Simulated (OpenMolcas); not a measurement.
Ni2+ (d8) in a complex was computed by SS-CASPT2, IPEA 0.25 Eh, real shift 0.3 Eh with the d shell active (OpenMolcas, ANO-RCC-VTZP on the metal). Its lowest spin-free states, and all those of the highest spin:

```tsv
2S+1	Degeneracy	E (cm-1)
3	1	0
3	2	410
3	2	4710
3	1	5650
1	1	11390
1	2	11420
3	1	11650
1	1	12400
1	1	12440
3	2	18160
3	1	18730
1	2	21190
```

Question: Is the site octahedral, tetrahedral or cube-like, axial, or of lower symmetry?

Answer: The states with 2S+1 = 3 have orbital degeneracies 1, 2, 2, 1, 1, 2, 1. There are pairs but no triples, so the site is axial: not cubic, but with a proper or improper axis of order three or more. The run had Ni2+ with 4 ligands (ammonia) in tetrahedral coordination (S4) at 1.97 Å. Ligand basis ANO-RCC-VDZP.

Roots that are degenerate in the reference are averaged as groups; the widest CASPT2 spread within a group is 60 cm-1 (the 2-fold group of multiplicity 1 near 28100 cm-1 above the lowest state of its run). Shifts and gaps below about the spread of the groups concerned are not significant. Spin-orbit coupling mixes the spin-free states strongly: the lowest level takes only 51 % from its leading state, an unlabelled state of the same spin as most of the rest. A single d shell leaves out the double-shell effect, which counts most for late 3d ions, where the CASPT2 field can be off either way by tens of per cent. Ligand-to-metal charge-transfer states are missing. For late 3d ions with one d shell CASPT2 can put B and the spin-flip bands somewhat low as well as high. With one d shell and no ligand orbital active, 10Dq can be off by tens of per cent for divalent 3d ions, low with halides held by bare charges and at times high in hosts, and the orbital part of g and χT goes as 1/10Dq. Free-ion shares, where given, are those of the reference states; single-state CASPT2 does not remix them. The distance lies 3 % over the 1.91 Å that this model takes as the normal distance (a Shannon-type radius plus a fixed donor radius); by an R⁻⁵ law this alone changes a d-shell field by about -14 %. No measured value stands beside these numbers; the geometry is a model, was not optimised and need not be the one that this ion takes.
